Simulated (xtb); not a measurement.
Br$_{4}$Ti (SMILES [Br][Ti]([Br])([Br])[Br]), singlet, from a rough starting geometry (GFN-xTB shapes and energies of metal compounds can be far from the true ones); GFN2-xTB (xtb 6.7.1).

Here is a job for xtb.
```
$ xtb mol.xyz --gfn 2 --opt vtight --json

# file mol.xyz
5

Ti     0.00245442    -0.03133338     0.00241773
Br     1.78220439    -0.50954329    -1.35862768
Br     0.71592659     0.35759113     2.19865103
Br    -1.03782432     1.97255135    -0.83263275
Br    -1.57619325    -1.76008646    -0.09499803
```

Q: What does xtb print? Leave out banner, timings and long lists.

A: 
```
   ID    Z sym.   atoms
    1   22 Ti     1
    2   35 Br     2-5

           -------------------------------------------------
          |                Calculation Setup                |
           -------------------------------------------------

           -------------------------------------------------
          |                 G F N 2 - x T B                 |
           -------------------------------------------------

          ...................................................
          :                      SETUP                      :
          :.................................................:
          :  # basis functions                  50          :
          :  # atomic orbitals                  45          :
          :  # shells                           15          :
          :  # electrons                        32          :
          :  max. iterations                   250          :
          :  Hamiltonian                  GFN2-xTB          :
          :  restarted?                      false          :
          :  GBSA solvation                  false          :
          :  PC potential                    false          :
          :  electronic temp.          300.0000000     K    :
          :  accuracy                    1.0000000          :
          :  -> integral cutoff          0.2500000E+02      :
          :  -> integral neglect         0.1000000E-07      :
          :  -> SCF convergence          0.1000000E-05 Eh   :
          :  -> wf. convergence          0.1000000E-03 e    :
          :  Broyden damping             0.4000000          :
          :  net charge                          0          :
          :  unpaired electrons                  0          :
          ...................................................

 iter      E             dE          RMSdq      gap      omega  full diag
   1    -18.1922253 -0.181922E+02  0.539E+00    1.72       0.0  T
   2    -18.2053752 -0.131499E-01  0.605E+00    2.72       1.0  T
   3    -18.2293636 -0.239885E-01  0.426E+00    2.34       1.0  T
   4    -18.2301796 -0.815958E-03  0.162E+00    1.82       1.0  T
   5    -18.2360446 -0.586499E-02  0.529E-01    2.09       1.0  T
   6    -18.2332514  0.279317E-02  0.116E+00    1.87       1.0  T
   7    -18.2360972 -0.284576E-02  0.382E-01    2.09       1.0  T
   8    -18.2363981 -0.300885E-03  0.138E-01    2.05       1.0  T
   9    -18.2364374 -0.393443E-04  0.491E-02    2.04       1.0  T
  10    -18.2364412 -0.375390E-05  0.290E-02    2.03       1.5  T
  11    -18.2364371  0.409465E-05  0.499E-02    2.02       1.0  T
  12    -18.2364423 -0.522796E-05  0.166E-02    2.03       2.7  T
  13    -18.2364429 -0.606724E-06  0.483E-03    2.03       9.3  T
  14    -18.2364430 -0.518369E-07  0.130E-03    2.03      34.4  T
  15    -18.2364430 -0.363810E-08  0.334E-04    2.03     134.0  T
  16    -18.2364430 -0.261380E-09  0.673E-05    2.03     664.6  T

   *** convergence criteria satisfied after 16 iterations ***

         :::::::::::::::::::::::::::::::::::::::::::::::::::::
         ::                     SUMMARY                     ::
         :::::::::::::::::::::::::::::::::::::::::::::::::::::
         :: total energy             -18.192618455268 Eh    ::
         :: gradient norm              0.029330715205 Eh/a0 ::
         :: HOMO-LUMO gap              2.032410859273 eV    ::
         ::.................................................::
         :: SCC energy               -18.236437841900 Eh    ::
         :: -> isotropic ES            0.047316194995 Eh    ::
         :: -> anisotropic ES          0.005616880841 Eh    ::
         :: -> anisotropic XC         -0.009364472906 Eh    ::
         :: -> dispersion             -0.006984655497 Eh    ::
         :: repulsion energy           0.043819386632 Eh    ::
         :: add. restraining           0.000000000000 Eh    ::
         :: total charge               0.000000000000 e     ::
         :::::::::::::::::::::::::::::::::::::::::::::::::::::

      -----------------------------------------------------------
     |                   =====================                   |
     |                        A N C O P T                        |
     |                   =====================                   |
     |               Approximate Normal Coordinate               |
     |                Rational Function Optimizer                |
      -----------------------------------------------------------
      -----------------------------------------------------------
     |                   =====================                   |
     |                        A N C O P T                        |
     |                   =====================                   |
     |               Approximate Normal Coordinate               |
     |                Rational Function Optimizer                |
      -----------------------------------------------------------

          ...................................................
          :                      SETUP                      :
          :.................................................:
          :   optimization level         verytight          :
          :   max. optcycles                   200          :
          :   ANC micro-cycles                  20          :
          :   degrees of freedom                 9          :
          :.................................................:
          :   RF solver                   davidson          :
          :   write xtbopt.log                true          :
          :   linear?                        false          :
          :   energy convergence         0.1000000E-06 Eh   :
          :   grad. convergence          0.2000000E-03 Eh/α :
          :   maxmium RF displ.          1.0000000          :
          :   Hlow (freq-cutoff)         0.1000000E-01      :
          :   Hmax (freq-cutoff)         5.0000000          :
          :   S6 in model hess.         20.0000000          :
[...]
 * total energy  :   -18.1926185 Eh     change       -0.9301004E-11 Eh
 * total energy  :   -18.1902036 Eh     change        0.2414856E-02 Eh
 * total energy  :   -18.1937284 Eh     change       -0.3524813E-02 Eh
 * total energy  :   -18.1936385 Eh     change        0.8989614E-04 Eh
 * total energy  :   -18.1941930 Eh     change       -0.5544490E-03 Eh
 * total energy  :   -18.1941924 Eh     change        0.5194994E-06 Eh
 * total energy  :   -18.1941958 Eh     change       -0.3373473E-05 Eh
 * total energy  :   -18.1941970 Eh     change       -0.1170529E-05 Eh
 * total energy  :   -18.1941973 Eh     change       -0.3553448E-06 Eh
 * total energy  :   -18.1941973 Eh     change        0.1792028E-07 Eh
 * total energy  :   -18.1941974 Eh     change       -0.3192284E-07 Eh
   *** GEOMETRY OPTIMIZATION CONVERGED AFTER 11 ITERATIONS ***
[...]

 iter      E             dE          RMSdq      gap      omega  full diag
   1    -18.2375170 -0.182375E+02  0.108E-04    2.12       0.0  T
   2    -18.2375170 -0.318678E-11  0.916E-05    2.12     488.2  T
   3    -18.2375170 -0.801847E-11  0.358E-05    2.12    1249.7  T

   *** convergence criteria satisfied after 3 iterations ***

         :::::::::::::::::::::::::::::::::::::::::::::::::::::
         ::                     SUMMARY                     ::
         :::::::::::::::::::::::::::::::::::::::::::::::::::::
         :: total energy             -18.194197358583 Eh    ::
         :: gradient norm              0.000035060666 Eh/a0 ::
         :: HOMO-LUMO gap              2.119145380194 eV    ::
         ::.................................................::
         :: SCC energy               -18.237511909126 Eh    ::
         :: -> isotropic ES            0.047120691703 Eh    ::
         :: -> anisotropic ES          0.005632249605 Eh    ::
         :: -> anisotropic XC         -0.009342543482 Eh    ::
         :: -> dispersion             -0.006991817613 Eh    ::
         :: repulsion energy           0.043314550542 Eh    ::
         :: add. restraining           0.000000000000 Eh    ::
         :: total charge               0.000000000000 e     ::
         :::::::::::::::::::::::::::::::::::::::::::::::::::::

           -------------------------------------------------
          |                Property Printout                |
           -------------------------------------------------

    * Orbital Energies and Occupations

         #    Occupation            Energy/Eh            Energy/eV
      -------------------------------------------------------------
         1        2.0000           -0.9011067             -24.5204
       ...           ...                  ...                  ...
         4        2.0000           -0.8939045             -24.3244
         5        2.0000           -0.5610369             -15.2666
         6        2.0000           -0.4811102             -13.0917
         7        2.0000           -0.4811070             -13.0916
         8        2.0000           -0.4811064             -13.0916
         9        2.0000           -0.4638332             -12.6215
        10        2.0000           -0.4638315             -12.6215
        11        2.0000           -0.4636838             -12.6175
        12        2.0000           -0.4636801             -12.6174
        13        2.0000           -0.4636780             -12.6173
        14        2.0000           -0.4567636             -12.4292
        15        2.0000           -0.4567617             -12.4291
        16        2.0000           -0.4567593             -12.4291 (HOMO)
        17                         -0.3788822             -10.3099 (LUMO)
        18                         -0.3788790             -10.3098
        19                         -0.3594946              -9.7823
        20                         -0.3594917              -9.7823
        21                         -0.3594844              -9.7821
        22                         -0.0371189              -1.0101
        23                          0.0061723               0.1680
        24                          0.0061748               0.1680
        25                          0.0061758               0.1681
        26                          0.0099968               0.2720
        27                          0.0099985               0.2721
       ...                                ...                  ...
        45                          1.6659370              45.3325
      -------------------------------------------------------------
                  HL-Gap            0.0778772 Eh            2.1191 eV
             Fermi-level           -0.4178208 Eh          -11.3695 eV

     #   Z          covCN         q      C6AA      α(0)
     1  22 Ti       3.135     0.838   105.131    25.038
     2  35 Br       0.793    -0.209   190.468    22.251
     3  35 Br       0.793    -0.209   190.468    22.251
     4  35 Br       0.793    -0.209   190.468    22.251
     5  35 Br       0.793    -0.209   190.467    22.251

 Mol. C6AA /au·bohr⁶  :       4182.089021
 Mol. C8AA /au·bohr⁸  :     294313.255974
 Mol. α(0) /au        :        114.040471

Wiberg/Mayer (AO) data.
largest (>0.10) Wiberg bond orders for each atom

 ---------------------------------------------------------------------------
     #   Z sym  total        # sym  WBO       # sym  WBO       # sym  WBO
 ---------------------------------------------------------------------------
     1  22 Ti   4.856 --     5 Br   1.214     3 Br   1.214     4 Br   1.214
                             2 Br   1.214
     2  35 Br   1.335 --     1 Ti   1.214
     3  35 Br   1.335 --     1 Ti   1.214
     4  35 Br   1.335 --     1 Ti   1.214
     5  35 Br   1.335 --     1 Ti   1.214
 ---------------------------------------------------------------------------

Topologies differ in total number of bonds
Writing topology from bond orders to xtbtopo.mol

molecular dipole:
                 x           y           z       tot (Debye)
 q only:       -0.000      -0.000      -0.000
   full:        0.000       0.000      -0.000       0.001
molecular quadrupole (traceless):
                xx          xy          yy          xz          yz          zz
 q only:       -0.000       0.002       0.001       0.000      -0.001      -0.000
  q+dip:       -0.001       0.002       0.000      -0.000      -0.001       0.000
   full:       -0.001       0.003       0.001      -0.000      -0.002       0.001

optimized geometry written to: xtbopt.xyz

           -------------------------------------------------
          | TOTAL ENERGY              -18.194197358583 Eh   |
          | GRADIENT NORM               0.000035060666 Eh/α |
          | HOMO-LUMO GAP               2.119145380194 eV   |
           -------------------------------------------------

normal termination of xtb
```
